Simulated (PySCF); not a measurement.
PySCF input for Mg(F)(NMe2) (C₂H₆FMgN), SMILES C[N](C)[Mg][F], B3LYP-D3(BJ)/def2-SVP. The structure is a stationary point at B3LYP-D3(BJ)/def2-SVP. The structure was generated by enumeration; whether it is a known compound was not checked. One conformer was computed; it need not be the lowest.

```python
import numpy as np
from pyscf import gto, scf, dft, df
from pyscf.hessian import thermo

mol = gto.M(
    atom='''
    Mg    0.00000000    0.00000000   -1.03469115
    F    -0.00000000   -0.00000000   -2.79842628
    N    -0.00000000   -0.00000000    0.86186828
    C    -0.00000000    1.19610630    1.67488358
    C    -0.00000000   -1.19610630    1.67488358
    H    -0.88961442    1.25869200    2.33987068
    H     0.88961442    1.25869201    2.33987069
    H    -0.00000000    2.11107531    1.05548338
    H     0.88961442   -1.25869200    2.33987069
    H    -0.88961441   -1.25869201    2.33987069
    H     0.00000000   -2.11107531    1.05548338
    ''',
    basis='def2-SVP',
    charge=0,
    spin=0,
    max_memory=1600,
    verbose=3,
)
mf = dft.RKS(mol, xc='b3lyp').density_fit(auxbasis='def2-universal-jkfit')
mf.disp = 'd3bj'
mf.grids.level = 3
mf.conv_tol = 1e-11
mf.max_cycle = 100
mf.kernel()

# [left out here: the lines that compute and print the analytic Hessian (its translational invariance restored by hand, since the grid's response is missing), thermochemistry and intensities]
```

It prints:

```
[...]
Mode                                 6                   7                   8
Irrep
Freq [cm^-1]                      321.2146            514.6294            802.6587
Reduced mass [au]                   3.1384              3.4626             13.5363
Force const [Dyne/A]                0.1908              0.5403              5.1382
Char temp [K]                     462.1563            740.4371           1154.8472
Normal mode                   x     y     z       x     y     z       x     y     z
       0  Mg                 0.00  0.00  0.07    0.00 -0.00  0.02   -0.00 -0.00 -0.15
       1   F                 0.00 -0.00  0.10   -0.00  0.00  0.11    0.00 -0.00  0.14
       2   N                -0.00  0.00 -0.00    0.00 -0.00 -0.13   -0.00  0.00 -0.00
       3   C                 0.00  0.06 -0.11   -0.00 -0.11 -0.04    0.00  0.05  0.04
       4   C                -0.00 -0.06 -0.11    0.00  0.11 -0.04   -0.00 -0.05  0.04
       5   H                -0.00  0.16 -0.13    0.00 -0.23 -0.02    0.00  0.07  0.03
       6   H                 0.00  0.16 -0.13   -0.00 -0.23 -0.02   -0.00  0.07  0.03
       7   H                -0.00 -0.01 -0.23    0.00 -0.01  0.11   -0.00  0.04  0.02
       8   H                 0.00 -0.16 -0.13   -0.00  0.23 -0.02   -0.00 -0.07  0.03
       9   H                -0.00 -0.16 -0.13    0.00  0.23 -0.02    0.00 -0.07  0.03
      10   H                 0.00  0.01 -0.23   -0.00  0.01  0.11    0.00 -0.04  0.02
Mode                                 9                  10                  11
Irrep
Freq [cm^-1]                     1006.4124           1088.0234           1108.0924
Reduced mass [au]                   2.6843              1.3633              1.2271
Force const [Dyne/A]                1.6019              0.9509              0.8877
Char temp [K]                    1448.0034           1565.4234           1594.2982
Normal mode                   x     y     z       x     y     z       x     y     z
       0  Mg                 0.00  0.00 -0.04   -0.00  0.00  0.00    0.00  0.00 -0.00
       1   F                -0.00  0.00  0.02   -0.00 -0.00 -0.00   -0.00  0.00  0.00
       2   N                -0.00 -0.00  0.13    0.00  0.05 -0.00   -0.00  0.00  0.00
       3   C                 0.00 -0.13 -0.02   -0.00  0.00 -0.10   -0.09 -0.00 -0.00
       4   C                -0.00  0.13 -0.02   -0.00  0.00  0.10    0.09 -0.00 -0.00
       5   H                -0.02  0.07 -0.04    0.04 -0.31 -0.02    0.13  0.29  0.28
       6   H                 0.02  0.07 -0.04   -0.04 -0.31 -0.02    0.13 -0.29 -0.28
       7   H                -0.00 -0.29 -0.26    0.00  0.27  0.29    0.21 -0.00 -0.00
       8   H                 0.02 -0.07 -0.04    0.04 -0.31  0.02   -0.13 -0.29  0.28
       9   H                -0.02 -0.07 -0.04   -0.04 -0.31  0.02   -0.13  0.29 -0.28
      10   H                 0.00  0.29 -0.26    0.00  0.27 -0.29   -0.21 -0.00 -0.00
Mode                                12                  13                  14
Irrep
Freq [cm^-1]                     1156.3192           1215.4157           1278.1559
Reduced mass [au]                   1.4144              5.4395              2.2326
Force const [Dyne/A]                1.1142              4.7343              2.1490
Char temp [K]                    1663.6858           1748.7126           1838.9817
Normal mode                   x     y     z       x     y     z       x     y     z
       0  Mg                 0.00 -0.00 -0.00    0.00  0.00  0.00   -0.00  0.00  0.02
       1   F                -0.00  0.00  0.00   -0.00 -0.00 -0.00    0.00  0.00 -0.00
       2   N                 0.09 -0.00  0.00   -0.00 -0.20 -0.00   -0.00  0.00 -0.16
       3   C                -0.09  0.00  0.00    0.00  0.11  0.04   -0.00 -0.02  0.10
       4   C                -0.09  0.00 -0.00    0.00  0.11 -0.04    0.00  0.02  0.10
       5   H                 0.13  0.26  0.27    0.02 -0.04  0.06   -0.08  0.24 -0.05
       6   H                 0.13 -0.26 -0.27   -0.02 -0.04  0.06    0.08  0.24 -0.05
       7   H                 0.17 -0.00 -0.00   -0.00  0.17  0.14   -0.00 -0.20 -0.17
       8   H                 0.13  0.26 -0.27    0.02 -0.04 -0.06    0.08 -0.24 -0.05
       9   H                 0.13 -0.26  0.27   -0.02 -0.04 -0.06   -0.08 -0.24 -0.05
      10   H                 0.17 -0.00  0.00   -0.00  0.17 -0.14    0.00  0.20 -0.17
Mode                                15                  16                  17
Irrep
Freq [cm^-1]                     1435.0788           1440.5133           1443.9207
Reduced mass [au]                   1.1461              1.0366              1.0421
Force const [Dyne/A]                1.3907              1.2674              1.2801
Char temp [K]                    2064.7589           2072.5779           2077.4803
Normal mode                   x     y     z       x     y     z       x     y     z
       0  Mg                 0.00 -0.00 -0.00    0.00 -0.00 -0.00   -0.00 -0.00 -0.00
       1   F                -0.00  0.00  0.00    0.00  0.00  0.00   -0.00  0.00  0.00
       2   N                -0.00 -0.02  0.00   -0.00  0.00  0.00    0.02 -0.00  0.00
       3   C                -0.00 -0.06 -0.04    0.04  0.00  0.00    0.04 -0.00 -0.00
       4   C                -0.00 -0.06  0.04   -0.04 -0.00  0.00    0.04 -0.00  0.00
       5   H                 0.12  0.33  0.13   -0.03  0.34 -0.09   -0.03  0.33 -0.10
       6   H                -0.12  0.33  0.13   -0.03 -0.34  0.09   -0.03 -0.33  0.10
       7   H                 0.00  0.21  0.33   -0.48 -0.00 -0.00   -0.49  0.00  0.00
       8   H                 0.12  0.33 -0.13    0.03 -0.34 -0.09   -0.03  0.33  0.10
       9   H                -0.12  0.33 -0.13    0.03  0.34  0.09   -0.03 -0.33 -0.10
      10   H                 0.00  0.21 -0.33    0.48  0.00 -0.00   -0.49  0.00 -0.00
Mode                                18                  19                  20
Irrep
Freq [cm^-1]                     1461.8489           1483.6582           1498.4593
Reduced mass [au]                   1.1955              1.0454              1.0491
Force const [Dyne/A]                1.5053              1.3559              1.3879
Char temp [K]                    2103.2750           2134.6538           2155.9493
Normal mode                   x     y     z       x     y     z       x     y     z
       0  Mg                 0.00  0.00  0.00    0.00 -0.00  0.00   -0.00  0.00 -0.01
       1   F                -0.00  0.00 -0.00    0.00 -0.00 -0.00    0.00  0.00  0.00
       2   N                 0.00  0.00  0.00   -0.00 -0.01 -0.00   -0.00 -0.00  0.04
       3   C                 0.00 -0.07 -0.04   -0.00 -0.02  0.03   -0.00 -0.01  0.02
       4   C                -0.00  0.07 -0.04   -0.00 -0.02 -0.03    0.00  0.01  0.02
       5   H                 0.08  0.32  0.05   -0.27  0.08 -0.36   -0.27 -0.02 -0.37
       6   H                -0.08  0.32  0.05    0.27  0.08 -0.36    0.27 -0.02 -0.37
       7   H                -0.00  0.22  0.37    0.00  0.13  0.23    0.00  0.12  0.20
       8   H                -0.08 -0.32  0.05   -0.27  0.08  0.36    0.27  0.02 -0.37
       9   H                 0.08 -0.32  0.05    0.27  0.08  0.36   -0.27  0.02 -0.37
      10   H                 0.00 -0.22  0.37    0.00  0.13 -0.23   -0.00 -0.12  0.20
Mode                                21                  22                  23
Irrep
Freq [cm^-1]                     2917.2755           2925.5220           2950.7338
Reduced mass [au]                   1.0384              1.0390              1.1012
Force const [Dyne/A]                5.2067              5.2392              5.6491
Char temp [K]                    4197.3099           4209.1748           4245.4489
Normal mode                   x     y     z       x     y     z       x     y     z
       0  Mg                -0.00  0.00 -0.00   -0.00  0.00  0.00   -0.00  0.00  0.00
       1   F                -0.00 -0.00  0.00    0.00  0.00 -0.00    0.00 -0.00 -0.00
       2   N                 0.00  0.00  0.00   -0.00  0.00 -0.00    0.00  0.00 -0.00
       3   C                 0.00  0.01  0.03   -0.00 -0.01 -0.03   -0.06  0.00  0.00
       4   C                 0.00  0.01 -0.03    0.00  0.01 -0.03   -0.06  0.00 -0.00
       5   H                 0.39 -0.01 -0.27   -0.38  0.02  0.27    0.38 -0.02 -0.29
       6   H                -0.39 -0.01 -0.27    0.38  0.02  0.27    0.38  0.02  0.29
       7   H                 0.00 -0.15  0.11    0.00  0.16 -0.11   -0.01 -0.00  0.00
       8   H                 0.39 -0.01  0.27    0.38 -0.02  0.27    0.38 -0.02  0.29
       9   H                -0.39 -0.01  0.27   -0.38 -0.02  0.27    0.38  0.02 -0.29
      10   H                 0.00 -0.15 -0.11    0.00 -0.16 -0.11   -0.01 -0.00 -0.00
Mode                                24                  25                  26
Irrep
Freq [cm^-1]                     2961.9295           3046.4945           3047.6450
Reduced mass [au]                   1.1047              1.0970              1.0962
Force const [Dyne/A]                5.7102              5.9986              5.9989
Char temp [K]                    4261.5570           4383.2272           4384.8826
Normal mode                   x     y     z       x     y     z       x     y     z
       0  Mg                 0.00  0.00  0.00    0.00 -0.00 -0.00    0.00 -0.00  0.00
       1   F                -0.00 -0.00 -0.00   -0.00  0.00 -0.00   -0.00  0.00  0.00
       2   N                -0.00 -0.00 -0.00    0.00  0.00  0.00    0.00  0.00 -0.00
       3   C                 0.06 -0.00 -0.00    0.00 -0.04  0.04    0.00  0.04 -0.04
       4   C                -0.06  0.00 -0.00    0.00 -0.04 -0.04    0.00 -0.04 -0.04
       5   H                -0.38  0.01  0.28    0.10 -0.01 -0.06   -0.11  0.01  0.07
       6   H                -0.38 -0.01 -0.28   -0.10 -0.01 -0.06    0.11  0.01  0.07
       7   H                 0.02  0.00 -0.00    0.00  0.53 -0.37    0.00 -0.53  0.37
       8   H                 0.38 -0.01  0.28    0.10 -0.01  0.06    0.11 -0.01  0.07
       9   H                 0.38  0.01 -0.28   -0.10 -0.01  0.06   -0.11 -0.01  0.07
      10   H                -0.02 -0.00 -0.00    0.00  0.53  0.37   -0.00  0.53  0.37
temperature 298.1500 [K]
pressure 101325.00 [Pa]
Rotational constants [GHz] 9.54787 1.81976 1.55853
Symmetry number 2
Zero-point energy (ZPE) 0.08255 [Eh]   216744.715 [J/mol]
                           tot       elec      trans        rot        vib
Entropy [J/mol/K]       342.812      0.000    164.498    106.685     71.629
Cv [J/mol/K]             94.279      0.000     12.472     12.472     69.335
Cp [J/mol/K]            102.593      0.000     20.786     12.472     69.335
Internal energy [J/mol]                      3718.434   3718.434 228248.549
Internal energy [Eh]   -434.26144  -434.35121
Enthalpy [J/mol]                             6197.391   3718.434 228248.549
Enthalpy [Eh]          -434.26050
Gibbs free energy [J/mol]                  -42847.585 -28089.784 206892.225
Gibbs free energy [Eh] -434.29943
mode   freq/cm-1   IR/(km/mol)
   1       84.31        12.399
   2      114.39        19.733
   3      170.67        45.054
   4      212.47        69.190
   5      252.76         0.000
   6      298.28        27.652
   7      321.21         0.722
   8      514.63         0.046
   9      802.66        51.287
  10     1006.41        96.234
  11     1088.02         1.923
  12     1108.09         0.000
  13     1156.32         0.000
  14     1215.42        95.860
  15     1278.16        28.117
  16     1435.08         9.896
  17     1440.51         0.000
  18     1443.92         1.872
  19     1461.85        23.676
  20     1483.66        16.097
  21     1498.46         0.007
  22     2917.28        88.630
  23     2925.52       169.000
  24     2950.73       137.957
  25     2961.93         0.000
  26     3046.49        49.666
  27     3047.64        43.242
max |gradient| / (hartree/bohr): 3.9664048636204715e-05
APT charges: [ 1.1544 -0.6351 -0.8742  0.4233  0.4233 -0.0987 -0.0987 -0.0484 -0.0987
 -0.0987 -0.0484]
```

Self-consistency was reached.
